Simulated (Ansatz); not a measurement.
C₂H₁₂InNSi (`[CH3][InH-]([CH3])[NH2+][SiH3]`), relaxed with RKS PBE0-D4/def2-TZVP in Ansatz from a PBE-D4/def2-SVP geometry. The force threshold is 0.005 eV/Å; the program also tests the step.

Charge 0, multiplicity 1. In takes the def2 core potential.

Start:

```xyz
17

C     0.848   -2.195   -0.032
In   -0.944   -0.987    0.379
C    -0.966    0.376    2.105
N    -0.501    0.759   -1.340
Si    1.033    1.659   -1.098
H     1.022   -2.286   -1.124
H     1.750   -1.751    0.434
H     0.723   -3.221    0.371
H    -2.479   -1.461   -0.356
H    -1.524    1.305    1.869
H    -1.471   -0.103    2.969
H     0.061    0.650    2.416
H    -0.542    0.235   -2.226
H    -1.342    1.350   -1.301
H     1.257    2.702   -2.162
H     2.136    0.648   -1.145
H     0.938    2.320    0.242
```

Q: How much energy does the relaxation release, and in how many steps? (An estimate is asked.)

A: The calculation gave: 6.72 kJ/mol, in 11 steps, 1 of them rejected.

Q: Which bonds change most? (An estimate is asked.)

A: The calculation gave: N4–Si5 from 1.795 to 1.764 Å; C1–In2 from 2.200 to 2.171 Å; In2–C3 from 2.200 to 2.171 Å; In2–H9 from 1.767 to 1.747 Å.

Q: Give the relaxed structure. (Best estimate.)

A: Ansatz gave: 
```xyz
17

C     0.825   -2.181   -0.022
In   -0.931   -0.965    0.364
C    -0.963    0.352    2.090
N    -0.476    0.772   -1.338
Si    1.030    1.658   -1.099
H     0.960   -2.355   -1.093
H     1.731   -1.716    0.370
H     0.716   -3.158    0.456
H    -2.447   -1.416   -0.378
H    -1.575    1.238    1.901
H    -1.396   -0.167    2.948
H     0.042    0.677    2.367
H    -0.519    0.246   -2.203
H    -1.311    1.346   -1.293
H     1.251    2.682   -2.155
H     2.126    0.665   -1.136
H     0.936    2.321    0.221
```
